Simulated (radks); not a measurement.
The numbers below are computed, except where a source is named.
Spherical quantum dot in the effective-mass picture: electrons in a hard-walled sphere of radius 3.07, with a point charge +1 (a donor) at the centre, all in effective atomic units (hartree* = m*/eps^2 hartree, bohr* = eps/m* bohr), one dielectric constant everywhere. Level of theory: non-relativistic Kohn-Sham, LDA (Slater exchange, Perdew-Wang correlation), spin-polarised, spherical densities (a radial shooting solver with Libxc functionals). Levels are named by radial order and angular momentum (1s, 1p, 1d, 2s, ...), and open shells are averaged over m.

N = 25, configuration 1s2 1p6 1d10 2s(up 1, down 0) 1f(up 6, down 0). This is the lowest configuration that the search found. Occupied and some empty levels:

level,occupation,eigenvalue (hartree*),<r> (bohr*)
1s up,1,10.473,1.944
1s down,1,10.570,1.955
1p up,3,10.800,2.111
1p down,3,10.892,2.108
1d up,5,11.300,2.196
1d down,5,11.394,2.194
2s up,1,11.838,1.232
1f up,6,11.969,2.261
2s down,0,12.013,1.259
1f down,0,12.065,2.259
1g up,0,12.796,2.314
1g down,0,12.893,2.313
2p up,0,13.120,1.558
2p down,0,13.222,1.573
2d up,0,14.308,1.732
2d down,0,14.388,1.738

Energy (hartree*): total 154.073, kinetic 47.310, external -12.959, Hartree 133.43, exchange-correlation -13.710.

Electron density:

r (bohr*),n(r) (e/bohr*^3)
0.0874,0.5874
0.317,0.3692
0.546,0.2354
0.775,0.1614
1.00,0.1334
1.23,0.1452
1.46,0.1931
1.69,0.2676
1.92,0.3456
2.15,0.3855
2.38,0.3426
2.61,0.2107
2.84,0.06244
3.07,0.00006200
